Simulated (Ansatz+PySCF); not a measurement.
## quintet MoO: levels of theory in one basis

```yaml
atoms:
  - { symbol: Mo, position_ang: [0.0000, 0.0000, 0.0000] }
  - { symbol: O, position_ang: [0.0000, 0.0000, 1.7680] }
```

Basis set: def2-SVP (spherical functions, with the set's core potentials past Kr). Frozen core: 1 orbital. Correlation on ROHF uses semicanonical orbitals with singles. Charge 0, multiplicity 5.

Computed with Ansatz (development build ahead of 0.2.0); each method stands on the lowest determinant of its kind that the runs found.

```tsv
method	E − E(ROHF) (eV)	<S²> of the determinant
ROHF	0.00	6.00
UHF	-1.02	6.72
ROHF-MP2	-9.06	–
```

(1) What does UHF-MP2 give on the same scale?

(2) Is a single determinant a sound starting point here?

Results:

(1) -7.64 eV.

(2) It is doubtful. Unrestricted orbitals lower Hartree–Fock by 1.02 eV and <S²> is 6.72 where a pure state has 6.00, a sign of strong static correlation.

Caution for ROHF, ROHF-MP2: an unrestricted determinant lies well below. Caution for UHF, UHF-MP2: the unrestricted determinant is spin contaminated.
